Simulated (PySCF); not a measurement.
## Electronic structure of Pt (platinum, neutral) at the UHF level

Configuration: [Xe] 4f14 5d9 6s1, high-spin 3D determinant. Calculation: PySCF 2.14, in def2-SVP with the def2 core potential (60 electrons) (6s3p2d1f, 32 functions); a scalar-relativistic core potential.

- Total energy: -118.393521 hartree
- One-electron energy: -208.6903 hartree
- Hartree (Coulomb) energy: 101.1346 hartree
- Exchange energy: -10.8378 hartree
- ⟨S²⟩: 2.0029
- ⟨L²⟩: 6.035
- Sum of ⟨r⟩: 27.05 bohr
- Sum of ⟨r²⟩: 52.00 bohr²
- Traceless quadrupole moment −½Σ⟨3z² − r²⟩ along its main axis: -1.09 e·bohr²
- Time after the integrals: 0.24 s of wall time on 1 thread of Neoverse-N1 (shared host)

```csv
shell,electrons,mean orbital energy (eV),spread (eV),"rms radius, mean of both spins (bohr)"
5s α,1,-121.46,0,1.04
5s β,1,-119.85,0,1.04
5p α,3,-69.998,1.567,1.20
5p β,3,-67.939,0.873,1.20
5d α,5,-11.865,1.784,1.83
5d β,4,-10.557,1.333,1.83
6s α,1,-7.885,0,3.32
```

Energies and moments cover only the electrons outside the core potential. Spin-orbit coupling, absent here, splits the open shell strongly.
